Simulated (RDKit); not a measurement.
A run for RDKit: UFF on AsH7OSi (a complex), monomers drawn apart or pushed together.

```python
from rdkit import Chem
from rdkit.Chem import AllChem, rdDetermineBonds

blocks = [
'''4

As   -0.37087047   -0.12669010   -0.24454212
H    -1.82746168   -0.18720242   -0.67450692
H     0.14982197   -0.50947290   -1.62037825
H    -0.25696793    1.36491626   -0.51510325
''',
'''6

O     0.84685958   -1.36812988    3.29184381
Si    0.72396069   -0.10951800    4.34848531
H     0.58790862   -1.20010358    2.37634831
H     1.60893543    1.02196752    3.96985743
H     1.12903175   -0.63298116    5.66875264
H    -0.66425368    0.41444534    4.42479874
''',
]
mol = None
for b in blocks:
    f = Chem.MolFromXYZBlock(b)
    rdDetermineBonds.DetermineBonds(f, charge=0)
    mol = f if mol is None else Chem.CombineMols(mol, f)
Chem.SanitizeMol(mol)
print(Chem.MolToSmiles(Chem.RemoveHs(mol)))
ff = AllChem.UFFGetMoleculeForceField(mol, vdwThresh=100.0, ignoreInterfragInteractions=False)
e = ff.CalcEnergy()
print(f'UFF energy {e:.6f} kcal/mol')
```

Output:

```
O[SiH3].[AsH3]
UFF energy 5.770098 kcal/mol
```

The run finished.

Cost: very roughly 0.010 core-seconds.
